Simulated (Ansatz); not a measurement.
Start from `FC([SiH3])S` and change one element to get `FC([SiH3])[SeH]`.

Ansatz, PBE0-D4/def2-TZVP geometries, multiplicity 1. Each molecule was computed in one conformer, which needn't be the lowest.

Scalar relativity is left out up to krypton.

```json
{"property": "HOMO–LUMO gap (PBE/def2-TZVPP) / eV", "`FC([SiH3])S`": "5.25"}
{"property": "LUMO energy (PBE/def2-TZVPP) / eV", "`FC([SiH3])S`": "-1.08"}
{"property": "HOMO energy (B3LYP/def2-TZVPP) / eV", "`FC([SiH3])S`": "-7.33"}
{"property": "LUMO energy (ωB97M-V/def2-TZVPP) / eV", "`FC([SiH3])S`": "1.56"}
{"property": "HOMO energy (PBE/def2-TZVPP) / eV", "`FC([SiH3])S`": "-6.33"}
{"property": "HOMO–LUMO gap (B3LYP/def2-TZVPP) / eV", "`FC([SiH3])S`": "6.91"}
```

Question: Give the same properties after the change, and the shifts. (Estimate.)

Answer: Ansatz gave: 
```json
{"property": "HOMO–LUMO gap (PBE/def2-TZVPP) / eV", "`FC([SiH3])[SeH]`": "4.69", "shift": "-0.56"}
{"property": "LUMO energy (PBE/def2-TZVPP) / eV", "`FC([SiH3])[SeH]`": "-1.32", "shift": "-0.24"}
{"property": "HOMO energy (B3LYP/def2-TZVPP) / eV", "`FC([SiH3])[SeH]`": "-6.93", "shift": "0.40"}
{"property": "LUMO energy (ωB97M-V/def2-TZVPP) / eV", "`FC([SiH3])[SeH]`": "1.34", "shift": "-0.22"}
{"property": "HOMO energy (PBE/def2-TZVPP) / eV", "`FC([SiH3])[SeH]`": "-6.01", "shift": "0.32"}
{"property": "HOMO–LUMO gap (B3LYP/def2-TZVPP) / eV", "`FC([SiH3])[SeH]`": "6.24", "shift": "-0.67"}
```

With PBE0 the HOMO rises by 0.39 eV and the LUMO falls by 0.27 eV, so the gap narrows by about 0.66 eV. PBE moves the HOMO by 0.32 eV and ωB97M-V by 0.42 eV.

B3LYP here is the variant with VWN-RPA as its local correlation; programs differ in this.

Spin–orbit coupling is left out; it splits and shifts lone-pair levels of the heavy atoms by tenths of an eV.
